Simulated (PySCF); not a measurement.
Predicted microwave data (PBE0/pcSseg-1 in PySCF (dipole) on a GFN2-xTB geometry, gas phase) for one isomer of C6H7FO2Si:

| Property | Result |
| --- | --- |
| Rotational constants | A = 2142, B = 451.2, C = 382.4 MHz |
| Dipole components | \|μa\| = 0.99 D, \|μb\| = 2.14 D, \|μc\| = 0.39 D |
| Inertial defect | -34.31 u·Å² |
| κ | -0.92 |

Question: Which structure is it? (One computed conformer of each.)
A. `[O:1]=[C:2]([OH:3])[C:4]#[C:5][CH2:6][Si@@H:7]1[CH2:8][C@@H:9]1[F:10]` with O1–C2–O3–H 0°, C5–C6–Si7–C8 -99°
B. `[CH3:1][C:2]#[C:3][C:4]1=[C:5]([O:6][SiH2:7][OH:8])[C@H:9]1[F:10]` with C4–C5–O6–Si7 167°, C5–O6–Si7–O8 177°, O6–Si7–O8–H 22°

Answer: B. It is CC#CC1=C(O[SiH2]O)[C@H]1F, a near-prolate asymmetric top, point group C1. The candidates at the same level (rigid rotor, commonest isotopes):

```json
{"SMILES": "O=C(O)C#CC[Si@@H]1C[C@@H]1F", "A (MHz)": "3283", "B (MHz)": "363.7", "C (MHz)": "362.0", "μa (D)": "1.22", "μb (D)": "0.92", "μc (D)": "0.53", "Δ (u·Å²)": "-147.32", "point group": "C1", "rotor": "near-prolate asymmetric top"}
{"SMILES": "CC#CC1=C(O[SiH2]O)[C@H]1F", "A (MHz)": "2142", "B (MHz)": "451.2", "C (MHz)": "382.4", "μa (D)": "0.99", "μb (D)": "2.14", "μc (D)": "0.39", "Δ (u·Å²)": "-34.31", "point group": "C1", "rotor": "near-prolate asymmetric top"}
```

`O=C(O)C#CC[Si@@H]1C[C@@H]1F` has A 53 % too high. No structure here is proved a minimum.
